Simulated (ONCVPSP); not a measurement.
## phosphorus (P): one change to an ONCV potential, before and after

ONCVPSP 4.0.1 input, shortened (lines: element, Z, core and valence counts, functional; n l f; lmax; l rc ep ncon nbas qcut; lloc lpopt rc5 dvloc0; l nproj debl; icmod fcfact rcfact), PBE, scalar-relativistic:

```
  P 15.00    3    2        4      upf
    1    0    2.00
    2    0    2.00
    2    1    6.00
    3    0    2.00
    3    1    3.00
    1
    0    1.25    0.00    4    7    5.10
    1    1.25    0.00    4    9    7.60
    1    5    1.25    0.00
    0    2    1.30
    1    0    0.90
    3    2.50    1.30
```

All-electron outer shells of the reference configuration (PBE, scalar-relativistic, ld1.x):

| shell | level (eV) | outermost node (bohr) | outermost maximum (bohr) |
| --- | --- | --- | --- |
| 2s | -173.99 | 0.14 | 0.42 |
| 2p | -124.49 | – | 0.36 |
| 3s | -13.97 | 0.65 | 1.58 |
| 3p | -5.51 | 0.64 | 1.83 |

Change: core correction Teter function, fcfact 2.5, rcfact 1.24.

Cutoffs: the cutoffs (Ha) at which the residual kinetic energy of the hardest occupied pseudo-wave falls to 1 and 0.1 mHa per electron; they do not see the model core or the augmentation charge, which bear on the density cutoff. Errors are all-electron minus pseudo energies relative to the spin-unpolarised reference configuration.

Q: How do hardness, ghosts and transferability respond?

A: The potential gets neither clearly harder nor softer (44 Ha and 111 Ha → 44 Ha and 111 Ha); both files keep a bound ghost (s); of the 4 tests that both files solve, the error grows in 1 and shrinks in 3 by more than 15 % and 0.3 meV (median size 3.7 → 2.1 meV). A model core, the more so a compact one, raises the density cutoff, which this test does not measure.

```csv
quantity,base,changed
"cutoff, loose",44 Ha,44 Ha
"cutoff, tight",111 Ha,111 Ha
bound ghosts,s,s
GHOST(+) flags under 300 eV,none,none
"error for 3s2 3p2, meV [ΔE 9.73 eV]",+1.1,+0.8
"error for 3s2 3p1, meV [ΔE 28.88 eV]",+4.6,+3.3
"error for 3s2 3p0, meV [ΔE 58.62 eV]",+2.9,+0.5
"error for 3s1 3p3, meV [ΔE 18.85 eV]",+4.4,+5.1
s: phases at 1.27 bohr within 0.05 rad from the reference energy up to (Ha; the scan ends near 5),to the end of the scan,to the end of the scan
p: phases at 1.27 bohr within 0.05 rad from the reference energy up to (Ha; the scan ends near 5),1.0,1.0
"rms error of d²Exc/dni dnj with the model core, mHa",0.19,0.44
```

 A true bound ghost makes a file unfit for plane-wave use even where its test errors are small: the radial tests pick states by their node count and pass the ghost by.
